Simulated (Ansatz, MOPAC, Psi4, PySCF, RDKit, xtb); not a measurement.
Two geometries of SMILES C#CC[SiH2]N, relaxed at B3LYP-D3(BJ)/def2-SVP with one dihedral held; other torsions can differ between them too.

Structure A

```
12

C     -2.3881    -0.9352    -0.6377
C     -1.6329    -0.0598    -0.2722
C     -0.6872     0.9514     0.1729
Si     1.0266     0.2565     0.6617
N      2.1481     0.6457    -0.6101
H     -3.0674    -1.7005    -0.9607
H     -0.5166     1.7107    -0.6103
H     -1.0959     1.4921     1.0455
H      1.5326     0.9587     1.8775
H      0.8583    -1.1923     0.9918
H      3.1416     0.6237    -0.3945
H      1.9919     0.2552    -1.5366
```

Structure B

```
12

C     -2.3494    -0.9471    -0.6290
C     -1.6021    -0.0608    -0.2715
C     -0.6634     0.9564     0.1730
Si     1.0295     0.2367     0.7261
N      1.1114    -1.3832     0.1427
H     -3.0340    -1.7062    -0.9557
H     -0.4796     1.6746    -0.6451
H     -1.0888     1.5350     1.0106
H      2.1356     1.0590     0.1521
H      1.1118     0.3931     2.2160
H      1.9119    -1.9847     0.3004
H      0.2474    -1.9074     0.0362
```

Task: Which is lower in energy at the level CCSD(T) on RHF/cc-pVTZ, frozen core // B3LYP-D3(BJ)/def2-SVP (Ansatz, a program for electronic structure), and by how much?

Result: B is lower, by 1.29 kJ/mol (dihedral C2–C3–Si4–N5: 105° in A, 15° in B).

E(B) − E(A) in kJ/mol at the other levels, on the same two geometries: MMFF94 // B3LYP-D3(BJ)/def2-SVP (RDKit) 11.43; B3LYP/def2-TZVP // B3LYP-D3(BJ)/def2-SVP (Psi4) -0.52; B3LYP-D3(BJ)/def2-TZVP // B3LYP-D3(BJ)/def2-SVP (Psi4) -2.53; PBE/def2-TZVP // B3LYP-D3(BJ)/def2-SVP (Psi4) -0.99; PBE-D3(BJ)/def2-TZVP // B3LYP-D3(BJ)/def2-SVP (Psi4) -2.15; M06-2X/def2-TZVP // B3LYP-D3(BJ)/def2-SVP (Psi4) -3.53; RHF/cc-pVTZ // B3LYP-D3(BJ)/def2-SVP (Ansatz) 0.70; MP2 on RHF/cc-pVTZ, frozen core // B3LYP-D3(BJ)/def2-SVP (Ansatz) -2.20; CCSD on RHF/cc-pVTZ, frozen core // B3LYP-D3(BJ)/def2-SVP (Ansatz) -0.94; UFF // B3LYP-D3(BJ)/def2-SVP (RDKit) 17.82; PM3, restricted, heats of formation // B3LYP-D3(BJ)/def2-SVP (MOPAC) 8.48; AM1, restricted, heats of formation // B3LYP-D3(BJ)/def2-SVP (MOPAC) -5.05; GFN1-xTB // B3LYP-D3(BJ)/def2-SVP (xtb) -6.21; restricted B3LYP/6-31G*, spherical d // B3LYP-D3(BJ)/def2-SVP (PySCF) -1.44; restricted Hartree-Fock/LANL2DZ, with its core potentials past Ne // B3LYP-D3(BJ)/def2-SVP (PySCF) -2.92; restricted MP2 (frozen core)/6-31G*, spherical d // B3LYP-D3(BJ)/def2-SVP (PySCF) -2.55; restricted MP2 (frozen core)/3-21G // B3LYP-D3(BJ)/def2-SVP (PySCF) -5.02.
